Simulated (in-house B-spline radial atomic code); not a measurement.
Removing one electron from F⁷⁺

Closed shell 1s2. Computed with an all-electron radial atomic-structure program (B-spline basis): Koopmans values of Dirac-Hartree-Fock plus a diagonal self-energy, in second order or with its direct term screened (direct RPA, with the hole-particle interaction, or full time-dependent Hartree-Fock), linearised in energy; no-pair Dirac-Coulomb Hamiltonian, finite nucleus. Shifts add to the Koopmans value (the ΔSCF shift is orbital relaxation alone); the final value takes TDHF screening with Breit and QED.

Command:
```bash
python run_mb.py task.json out
```
Settings (nuclear radius in fm, box in bohr, cutoff in hartree):
```
basis_form          2
Z                   9
core_configuration  1s2
rms_radius          2.8976
mass_number         19
speed_of_light      137.036
box_radius          8.943
lmax                7
intervals           63
virtual_cutoff      600.0
```

Run time, properties included: 0.8 s on 1 thread of Intel(R) Xeon(R) 6975P-C, on a shared host.

Energies in eV:

```csv
subshell,Koopmans,ΔSCF shift,second order,direct RPA,hole-particle,TDHF,Breit + QED,final
1s1/2,954.50,-1.519,?,?,?,?,?,?
```

(1) What does the self-energy do to 1s1/2?

Answers

(1) It shifts the removal energy by -0.318 eV in second order, -0.181 with direct RPA, -0.361 with the hole-particle term and -0.391 with TDHF screening (quasi-particle weight 0.998); Breit and QED add -0.325 eV. The final value is 953.78 eV, against 953.898 eV (NIST, tabulated theory). Recoil and two-electron QED terms are left out.
